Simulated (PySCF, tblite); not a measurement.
Isomers of C5H11FOSi2, one GFN2-xTB conformer each. Single-point energies are computed at PBE0/pcSseg-1 (PySCF, gas phase, no added dispersion term), electronic only.

Question: Rank them by PBE0/pcSseg-1 energy, lowest first (kJ/mol).
A. `[OH:1][CH2:2][C@@H:3]1[SiH2:4][CH:5]=[CH:6][SiH2:7][C@H:8]1[F:9]` with H–O1–C2–C3 173°, O1–C2–C3–Si4 -33°, C2–C3–Si4–C5 -165°, C3–Si4–C5–C6 10°, C5–C6–Si7–C8 16°, C6–Si7–C8–F9 -170°
B. `[CH3:1][C:2]#[C:3][SiH2:4][SiH2:5][C@@H:6]([F:7])[O:8][CH3:9]` with C3–Si4–Si5–C6 -161°, Si4–Si5–C6–F7 -150°, Si5–C6–O8–C9 175°

Answer: A (0.0), B (118.0).

As drawn, the lower has an O–H bond and a C=C bond outside aromatic rings, which the higher lacks; the higher has a C≡C bond and an Si–Si bond, which the lower lacks. GFN2-xTB itself gives, in the same order: 0.0, 74.5. Both levels put the same isomer lowest.

Which frontier levels, dipoles and rotational constants go with these structures?

```
                         SMILES  HOMO (eV, PBE0/pcSseg-1)  LUMO (eV)  dipole (D)       A, B, C (MHz)
OC[C@@H]1[SiH2]C=C[SiH2][C@H]1F                     -7.77      -0.70        1.54   1507, 1030, 636.5
    CC#C[SiH2][SiH2][C@@H](F)OC                     -7.38      -0.13        1.81  3009, 407.7, 367.1
```

What happens when harmonic zero-point energies from GFN2-xTB frequencies are added?

| SMILES | ZPE (kJ/mol) | electronic (kJ/mol) | with ZPE (kJ/mol) |
| --- | --- | --- | --- |
| OC[C@@H]1[SiH2]C=C[SiH2][C@H]1F | 375.2 | 0.0 | 0.0 |
| CC#C[SiH2][SiH2][C@@H](F)OC | 364.2 | 118.0 | 107.0 |

The zero-point energies span 11.0 kJ/mol. The order is unchanged.
